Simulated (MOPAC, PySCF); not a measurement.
C$_{2}$H$_{3}$NO$_{2}$, SMILES `C(=O)(O)N=C` (C–N–C–O torsion 65°, O–C–O–H torsion 0°), neutral singlet in the gas phase. 

Cartesian coordinates (Å):
SMILES: C(=O)(N=C)O
```xyz
8

C     -1.4120    -0.4935     0.1944
N     -0.2558    -0.6808     0.6553
C      0.7153     0.3019     0.4649
O      0.6786     1.4108     0.9239
O      1.7405    -0.1890    -0.2400
H     -2.1836    -1.2350     0.3949
H     -1.6887     0.3834    -0.3991
H      2.3965     0.5187    -0.2931
```
Charge 0, spin multiplicity 1.

All levels are single points at this geometry (PBE0-D4/def2-TZVP); Pople sets use spherical d functions. Orbital energies aren't observables, and empty levels follow the basis.

```json
[
 {"level": "PBE-D3(BJ)/def2-TZVP in PySCF", "HOMO (eV)": "-6.39", "LUMO (eV)": "-2.55", "gap (eV)": "3.85", "dipole (D)": "1.85", "vertical IE, Delta-SCF (eV)": "–"},
 {"level": "PBE0-D4/def2-TZVP in PySCF", "HOMO (eV)": "-7.97", "LUMO (eV)": "-1.44", "gap (eV)": "6.53", "dipole (D)": "1.99", "vertical IE, Delta-SCF (eV)": "10.25"},
 {"level": "B3LYP/3-21G in PySCF", "HOMO (eV)": "-7.07", "LUMO (eV)": "-1.13", "gap (eV)": "5.94", "dipole (D)": "1.80", "vertical IE, Delta-SCF (eV)": "–"},
 {"level": "B3LYP/6-311+G** in PySCF", "HOMO (eV)": "-7.84", "LUMO (eV)": "-1.84", "gap (eV)": "6.00", "dipole (D)": "2.04", "vertical IE, Delta-SCF (eV)": "–"},
 {"level": "BP86/6-31G* in PySCF", "HOMO (eV)": "-6.11", "LUMO (eV)": "-2.23", "gap (eV)": "3.89", "dipole (D)": "1.74", "vertical IE, Delta-SCF (eV)": "–"},
 {"level": "M06-2X/6-31G* in PySCF", "HOMO (eV)": "-9.23", "LUMO (eV)": "0.01", "gap (eV)": "9.24", "dipole (D)": "1.92", "vertical IE, Delta-SCF (eV)": "–"},
 {"level": "PBE/6-31G* in PySCF", "HOMO (eV)": "-5.98", "LUMO (eV)": "-2.12", "gap (eV)": "3.86", "dipole (D)": "1.73", "vertical IE, Delta-SCF (eV)": "–"},
 {"level": "SVWN5/6-31G* in PySCF", "HOMO (eV)": "-6.14", "LUMO (eV)": "-2.36", "gap (eV)": "3.78", "dipole (D)": "1.76", "vertical IE, Delta-SCF (eV)": "9.84"},
 {"level": "HF/3-21G in PySCF", "HOMO (eV)": "-11.52", "LUMO (eV)": "3.23", "gap (eV)": "14.75", "dipole (D)": "2.27", "vertical IE, Delta-SCF (eV)": "–"},
 {"level": "HF/6-31G* in PySCF", "HOMO (eV)": "-11.76", "LUMO (eV)": "3.23", "gap (eV)": "14.99", "dipole (D)": "2.31", "vertical IE, Delta-SCF (eV)": "–"},
 {"level": "HF/STO-3G in PySCF", "HOMO (eV)": "-9.10", "LUMO (eV)": "6.68", "gap (eV)": "15.78", "dipole (D)": "1.57", "vertical IE, Delta-SCF (eV)": "–"},
 {"level": "AM1 in MOPAC", "HOMO (eV)": "-11.03", "LUMO (eV)": "0.15", "gap (eV)": "11.18", "dipole (D)": "2.20", "vertical IE, Delta-SCF (eV)": "–"},
 {"level": "PM7 in MOPAC", "HOMO (eV)": "-10.88", "LUMO (eV)": "-0.50", "gap (eV)": "10.39", "dipole (D)": "2.61", "vertical IE, Delta-SCF (eV)": "–"}
]
```
